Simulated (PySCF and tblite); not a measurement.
Results of a calculation; reference values are marked as such.
C₅H₁₅ClSi₃, numbered as in [CH3:1][Si@@H:2]1[CH2:3][Si@H:4]([CH3:5])[CH2:6][Si@H:7]([Cl:8])[CH2:9]1.

Conformers came from 60 starts (ETKDG and KDG, MMFF94s, GFN2-xTB); geometries are GFN2-xTB. Energies: PBE0-D3(BJ)/pcSseg-1, with GFN2-xTB thermal terms (modes under about 100 cm⁻¹ blended into free rotors). Symmetry numbers and mirror images are counted. Conformers within 2.5 kcal/mol (GFN2-xTB free energy) were kept, 4 at most. Run with PySCF (density fitting) and tblite.

Rotational constants are equilibrium values for the commonest isotopes; dipoles come from the energy level named.

The 6-ring runs over atoms 2–3–4–6–7–9. Of a mirror pair one member is shown.

```tsv
conformer	shape	symmetry	weight %
1	6-ring chair (all substituents equatorial)	Cs	56.5
2	6-ring chair (C1, C5, Cl8 axial)	Cs	29.0
3	6-ring twist-boat (ring torsions 62, -30, -27, 61, -31, -30°)	C1 (pair)	10.0
4	6-ring twist-boat (ring torsions -24, 61, -35, -26, 61, -33°)	C1 (pair)	4.5
```

Sets of constants, in random order:

```json
{"set": "P", "A (MHz)": "912", "B (MHz)": "779", "C (MHz)": "633", "abs μa (D)": "1.09", "abs μb (D)": "0.00", "abs μc (D)": "0.96"}
{"set": "Q", "A (MHz)": "886", "B (MHz)": "621", "C (MHz)": "388", "abs μa (D)": "2.43", "abs μb (D)": "0.00", "abs μc (D)": "0.77"}
{"set": "R", "A (MHz)": "948", "B (MHz)": "707", "C (MHz)": "520", "abs μa (D)": "1.11", "abs μb (D)": "0.43", "abs μc (D)": "0.60"}
{"set": "S", "A (MHz)": "1061", "B (MHz)": "631", "C (MHz)": "482", "abs μa (D)": "2.01", "abs μb (D)": "0.25", "abs μc (D)": "0.06"}
```

**Question.** Match each set to its conformer.

**Answer.** P is conformer 2, Q is conformer 1, R is conformer 3, S is conformer 4.

The cap on conformers cut off some of the population, so the set may be incomplete.


Conformer gaps in pcSseg-1 on xTB geometries can be 2 kcal/mol off for S=O, P=O and other polar bonds.